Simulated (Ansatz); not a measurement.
A nudged elastic band was laid between two geometries of GaH3O + H2 (7 atoms, charge 0, multiplicity 1).

These are results of RKS LDA/def2-mTZVP in Ansatz 0.2.0, not measurements.

```
movable images  : 5
climbing image  : yes
spring          : 5.0 eV/Å²
optimiser       : quadratic models (default)
start path      : through a guess of the saddle point
force threshold : 0.05 eV/Å
iteration limit : 60
end points      : relaxed
```

First end point:

```xyz
7
Properties=species:S:1:pos:R:3
Ga -0.035 -0.124 0.188
O -0.018 -0.617 1.906
H -0.909 -0.687 2.297
H 1.390 -0.094 -0.439
H -1.426 0.106 -0.492
H 0.067 2.314 0.516
H 0.170 1.965 1.199
```

Last end point:

```xyz
7
Properties=species:S:1:pos:R:3
Ga 0.019 0.486 -0.177
O 0.025 0.073 1.922
H -0.871 -0.267 2.123
H 1.345 -0.233 -0.608
H -1.374 -0.211 -0.445
H 0.027 2.054 0.028
H 0.067 0.961 2.332
```

(1) What changes between the two ends?

(2) Give the energies along the band, and the barrier.

(3) What is the geometry of the highest image?

(4) What are the harmonic wavenumbers there?

## Answers

(1) Bonds broken: H6–H7. Bonds formed: Ga1–H6, O2–H7. GaH3O + H2 becomes GaH5O.

(2) The run converged. The highest image is number 3 of 0 to 6, 0.57 eV above the first end and 0.79 eV above the last; the last end lies 0.22 eV below the first. A vibrational analysis at the climbing image gives one clearly imaginary mode, 1015i cm⁻¹: a first-order saddle point. The orbitals stay closed-shell, which can raise the energy where a bond breaks towards radicals; this wasn't checked here.

```json
{"image": "0", "path coordinate (Å)": "0.00", "energy (eV)": "0.00", "H6–H7 (Å)": "0.77", "Ga1–H6 (Å)": "2.46", "O2–H7 (Å)": "2.68"}
{"image": "1", "path coordinate (Å)": "0.44", "energy (eV)": "0.03", "H6–H7 (Å)": "0.78", "Ga1–H6 (Å)": "2.39", "O2–H7 (Å)": "2.28"}
{"image": "2", "path coordinate (Å)": "0.88", "energy (eV)": "0.23", "H6–H7 (Å)": "0.81", "Ga1–H6 (Å)": "2.11", "O2–H7 (Å)": "1.84"}
{"image": "3", "path coordinate (Å)": "1.32", "energy (eV)": "0.57", "H6–H7 (Å)": "1.00", "Ga1–H6 (Å)": "1.84", "O2–H7 (Å)": "1.37"}
{"image": "4", "path coordinate (Å)": "1.76", "energy (eV)": "0.07", "H6–H7 (Å)": "1.46", "Ga1–H6 (Å)": "1.66", "O2–H7 (Å)": "1.03"}
{"image": "5", "path coordinate (Å)": "2.19", "energy (eV)": "-0.17", "H6–H7 (Å)": "2.00", "Ga1–H6 (Å)": "1.60", "O2–H7 (Å)": "0.99"}
{"image": "6", "path coordinate (Å)": "2.63", "energy (eV)": "-0.22", "H6–H7 (Å)": "2.55", "Ga1–H6 (Å)": "1.58", "O2–H7 (Å)": "0.98"}
```

(3) 
```xyz
7
Properties=species:S:1:pos:R:3
Ga 0.005 0.182 -0.017
O 0.035 -0.066 1.919
H -0.848 -0.298 2.270
H 1.417 -0.063 -0.615
H -1.429 0.010 -0.603
H 0.050 1.867 0.727
H 0.010 1.231 1.493
```

(4) 1015i, 430, 447, 522, 635, 675, 693, 783, 897, 1262, 1657, 1852, 1973, 2008, 3702 cm⁻¹.

The run took 43 s on 1 thread of Arm Neoverse V1, on a shared host, peak memory 0.12 GiB.
